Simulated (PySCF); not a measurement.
## Worked example: refractive index and permittivity of the vapour

Cd(Br)(SMe) (CH₃BrCdS), SMILES C[S][Cd][Br].

Geometry: B3LYP-D3(BJ)/def2-SVP. The structure was generated by enumeration; whether it is a known compound was not checked. The def2 effective core potentials stand for the cores of Cd; spin–orbit coupling is left out. One conformer was computed; it need not be the lowest.

PySCF with r2SCAN/def2-TZVP gives a mean static polarisability of 86.3 bohr³ and a dipole moment of 2.33 D. Take an ideal gas at 298.15 K and 1 bar, whether or not the substance is that volatile.

Problem. Work out n − 1 in the optical limit and the static ε − 1.

Solution. 
Polarisability volume α' = 86.3 × 0.148185 = 12.79 Å³. Number density N = p/kT = 2.43e-5 Å⁻³.
Dilute limit of Lorentz–Lorenz: n − 1 = 2π N α' = 0.0020.
Orientation term of Debye: μ²/(3kT) = 8.098 Å³ × μ²(D²) = 43.96 Å³.
ε − 1 = 4π N (α' + μ²/3kT) = 0.017. Orientation of the dipole supplies 77 % of the static response; it can't follow optical fields. Vibrational polarisation and dispersion are left out.
